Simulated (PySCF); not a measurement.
Vertical excitations of a molecule C2H3ClF2Si from TDDFT-PBE/def2-SVPD (PySCF), as energy in eV (oscillator strength): 5.66 (0.009), 6.03 (0.116), 6.40 (0.134), 6.63 (0.004), 6.73 (0.002), 7.07 (0.003), 7.31 (0.013), 7.35 (0.017), 7.54 (0.002), 7.59 (0.002). Lowest triplet (TDA): 4.13 eV. Geometry: PBE-D3(BJ)/def2-SVP. The values are those of a single conformer.

Which structure fits?
A) C=C[Si](F)(F)Cl
B) F/C=C\[Si@H](F)Cl
C) F[SiH2]/C(F)=C\Cl
D) FC(F)=C[SiH2]Cl

B, F/C=C\[Si@H](F)Cl
